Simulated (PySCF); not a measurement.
Debugging a PySCF script (MoS2²⁺)

```python
from pyscf import gto, dft

mol = gto.M(
    atom='Mo 0 0 -0.4945; S 1.6072 0 0.759; S -1.6072 0 0.759',
    basis='crenbl',
    ecp={'Mo': 'crenbl', 'S': 'crenbl'},
    charge=2,
    spin=1,
    verbose=3,
)
mf = dft.UKS(mol, xc='olyp')
mf.level_shift = 0.3
mf = mf.newton()
mf.kernel()
mf.mulliken_pop()
mf.dip_moment()
print('orbital energies (hartree):', [e[max(0, n-3):n+3].round(4) for e, n in zip(mf.mo_energy, mol.nelec)])
```

```bash
$ OMP_NUM_THREADS=1 python input.py
```

The log, shortened:

```
RuntimeError: Electron number 24 and spin 1 are not consistent
Note mol.spin = 2S = Nalpha - Nbeta, not 2S+1
```

Q: Which setting is at fault, why, and what does a mended input give?

A: The spin (2S) (1): the number of electrons and the number of unpaired electrons must both be even or both be odd. With this edit
```diff
-     spin=1,
+     spin=0,
```
the run finishes: E(SCF) = -87.533908 Eh.

The dipole of an ion depends on the origin. No search for the lowest solution was made, and open d or f shells often end in a higher one.
